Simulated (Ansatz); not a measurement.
Ansatz (a quantum-chemistry and plane-wave program) input (PBE0/def2-TZVP):

Ansatz 0.2 input:
```yaml
crystal:
  periodic: [false, false, false]
  atoms:
    - {symbol: O, position_ang: [-0.00000000, -0.00000000, -1.26121009]}
    - {symbol: B, position_ang: [0.00000000, 0.00000000, 0.00000000]}
    - {symbol: O, position_ang: [0.00000000, 0.00000000, 1.26121009]}
basis:
  gaussian:
    orbitals: def2-TZVP
hamiltonian:
  xc: {name: PBE0}
magnetization: {spin_polarized: true, initial_magnetization: 1}
```

Output:

```
Functional definition: PBE0
integrals: 0.01 GiB planned
471 factors; their error is unknown
mean field: 0.24 GiB planned
mean field evaluation 1: about -4763.3337 eV, gradient 3.3e1 eV
mean field evaluation 2: about -4759.3827 eV, gradient 4.7e1 eV
mean field evaluation 4: about -4766.7937 eV, gradient 8.2e-1 eV
mean field evaluation 8: about -4766.8112 eV, gradient 1.4e-2 eV
mean field -4766.81124085 eV, -175.1770820405 hartree, gradient 4.5e-5 eV, S^2 0.781602; 0 other end points of the search recorded, 0 dependent functions left out
reference -4766.81126492 eV, -175.1770829252 hartree; 11, 10 occupied and 82, 83 virtual orbitals, 471 factors
Total energy: -4766.81126492 eV, -175.1770829252 hartree
```

It need not be the lowest isomer of its formula.
